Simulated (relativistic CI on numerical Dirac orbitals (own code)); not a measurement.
Pd²⁺: resonant inelastic scattering at the L2,3 edge

Computed with this model: Dirac-Coulomb-Breit CI, orbitals from a KLI potential per configuration, a model potential for QED, valence Slater integrals scaled by 0.8, Kramers-Heisenberg scattering through one core-hole configuration in a parametric crystal field; configurations [Kr] 4d8 → [He] 2s2 2p5 3s2 3p6 3d10 4s2 4p6 4d9; 300 K; core-hole width 0.96 eV; summed over polarisations. Incident energies are the highest absorption maxima for each field (at most a few, so the weaker spin-orbit partner edge can be absent), on the computed scale of the free ion. Intensities are in per cent of the strongest line above 0.02 eV; levels within 1 cm⁻¹ are merged; final levels count from the ground level, the first row holds all elastic scattering, lines under 0.4 are left out and each table stops after 24 rows. The scale of the Slater integrals is a model choice and moves the terms in proportion.

Field parameters in Wybourne normalisation: D4h B²₀ = −7Ds, B⁴₀ = 21(Dq − Dt), B⁴₄ = 21√(5/14) Dq. The field is a parameter set, without covalency.

S is read from ⟨S²⟩ = S(S + 1).

D4h, 10Dq = 20050, Ds = -1500, Dt = -450 cm⁻¹:

| Final level (eV) | Degeneracy | Irrep | S | 3176 eV | 3176.9 eV | 3334.4 eV |
| --- | --- | --- | --- | --- | --- | --- |
| 0.000 | 2 | E | 1.00 | 208.4 | 198.1 | 31.8 |
| 0.001 | 1 | B2 | 1.00 | 4.5 | 20.7 | 6.1 |
| 0.901 | 1 | A1 | 0.04 | 15.0 | 25.8 | 5.0 |
| 1.450 | 1 | B1 | 0.07 | 13.9 | 12.8 | 7.5 |
| 2.442 | 1 | B1 | 0.99 | 46.0 | 9.0 | 1.4 |
| 2.467 | 2 | E | 0.99 | 100.0 | 25.6 | 4.9 |
| 2.677 | 1 | B2 | 0.99 | 43.4 | 20.8 | 5.3 |
| 2.764 | 1 | B1 | 1.00 | 30.2 | 11.6 | 2.7 |
| 2.775 | 2 | E | 1.00 | 43.6 | 40.2 | 11.8 |
| 2.799 | 1 | A2 | 1.00 | 9.7 | 16.3 | 5.0 |
| 2.803 | 1 | A1 | 0.98 | 10.6 | 22.1 | 4.3 |
| 3.198 | 1 | A1 | 0.21 | 4.0 | 14.8 | 11.8 |
| 3.620 | 1 | A2 | 1.00 | 6.4 | 20.7 | 3.5 |
| 3.662 | 1 | A1 | 0.94 | 5.7 | 22.1 | 8.7 |
| 3.727 | 2 | E | 0.96 | 22.3 | 62.7 | 17.2 |
| 3.855 | 1 | B2 | 0.99 | 13.5 | 24.8 | 16.7 |
| 3.878 | 1 | B1 | 0.99 | 12.6 | 19.5 | 10.4 |
| 3.973 | 1 | B2 | 0.08 | 7.8 | 2.2 | 1.5 |
| 3.979 | 2 | E | 0.13 | 12.0 | 19.8 | 7.0 |
| 4.422 | 2 | E | 0.98 | 7.0 | 32.5 | 19.2 |
| 4.462 | 1 | A1 | 0.97 | 4.4 | 25.0 | 16.3 |
| 4.845 | 2 | E | 0.10 | 2.8 | 11.9 | 20.3 |
| 5.409 | 1 | A2 | 0.05 | 1.2 | 5.1 | 15.5 |
| 5.972 | 1 | A1 | 0.99 | 0.4 | 2.3 | 1.8 |

D4h, 10Dq = 20050, Ds = -860, Dt = -450 cm⁻¹:

```tsv
Final level (eV)	Degeneracy	Irrep	S	3176.7 eV	3334.2 eV
0.000	2	E	1.00	393.0	61.0
0.001	1	B2	1.00	35.5	10.0
1.149	1	A1	0.05	50.6	15.1
1.450	1	B1	0.07	24.5	13.6
2.477	1	B1	0.98	24.4	4.1
2.484	2	E	1.00	73.5	17.7
2.834	1	B2	0.99	52.0	13.1
2.883	1	B1	1.00	34.5	6.9
2.890	2	E	1.00	100.0	28.0
2.890	1	A1	0.91	44.0	10.1
2.900	1	A2	1.00	41.0	11.0
2.977	1	A1	0.29	28.8	22.2
3.663	1	A2	1.00	22.8	6.3
3.695	1	A1	0.97	26.4	15.6
3.746	2	E	0.98	86.5	24.0
3.844	1	B2	0.97	38.2	23.5
3.873	1	B1	0.99	32.4	16.0
3.977	1	B2	0.12	6.9	5.0
4.153	2	E	0.86	67.5	32.2
4.199	2	E	0.34	21.1	24.0
4.206	1	A1	0.97	39.3	26.8
4.790	2	E	0.07	19.6	33.4
5.098	1	A2	0.04	7.6	24.2
6.008	1	A1	0.99	0.5	1.4
```

D4h, 10Dq = 20050, Ds = -210, Dt = -450 cm⁻¹:

| Final level (eV) | Degeneracy | Irrep | S | 3176.5 eV | 3334 eV |
| --- | --- | --- | --- | --- | --- |
| 0.000 | 2 | E | 1.00 | 377.4 | 56.1 |
| 0.001 | 1 | B2 | 1.00 | 26.8 | 6.8 |
| 1.350 | 1 | A1 | 0.05 | 23.2 | 17.1 |
| 1.450 | 1 | B1 | 0.07 | 20.4 | 11.8 |
| 2.493 | 2 | E | 1.00 | 95.8 | 25.4 |
| 2.494 | 1 | B1 | 0.98 | 32.2 | 5.9 |
| 2.769 | 1 | A1 | 0.13 | 13.6 | 16.6 |
| 2.939 | 1 | A1 | 0.98 | 40.3 | 9.0 |
| 2.941 | 1 | A2 | 1.00 | 41.2 | 9.5 |
| 2.954 | 1 | B2 | 0.99 | 58.0 | 13.8 |
| 2.962 | 2 | E | 1.00 | 100.0 | 27.0 |
| 2.983 | 1 | B1 | 1.00 | 41.9 | 7.0 |
| 3.763 | 1 | A2 | 0.99 | 9.4 | 9.2 |
| 3.795 | 1 | A1 | 0.98 | 18.0 | 18.3 |
| 3.809 | 2 | E | 0.99 | 57.9 | 14.8 |
| 3.865 | 1 | B2 | 0.92 | 30.1 | 12.4 |
| 3.885 | 2 | E | 1.00 | 30.5 | 30.8 |
| 3.906 | 1 | B1 | 0.99 | 29.7 | 11.1 |
| 3.927 | 1 | A1 | 0.97 | 22.5 | 19.0 |
| 3.986 | 1 | B2 | 0.25 | 9.3 | 7.7 |
| 4.366 | 2 | E | 0.07 | 17.7 | 22.2 |
| 4.770 | 2 | E | 0.05 | 12.8 | 27.8 |
| 4.781 | 1 | A2 | 0.04 | 4.7 | 16.1 |
| 5.970 | 1 | A1 | 0.99 | 0.5 | 1.1 |

For the first field the strongest loss at the lowest incident energy is the level at 2.47 eV (S = 0.99, against 1.00 in the thermal ground state). Levels of other spin, the first over 8 % at 0.90 eV, appear because spin-orbit coupling of the core hole, and in heavier ions of the valence shell too, mixes spins.
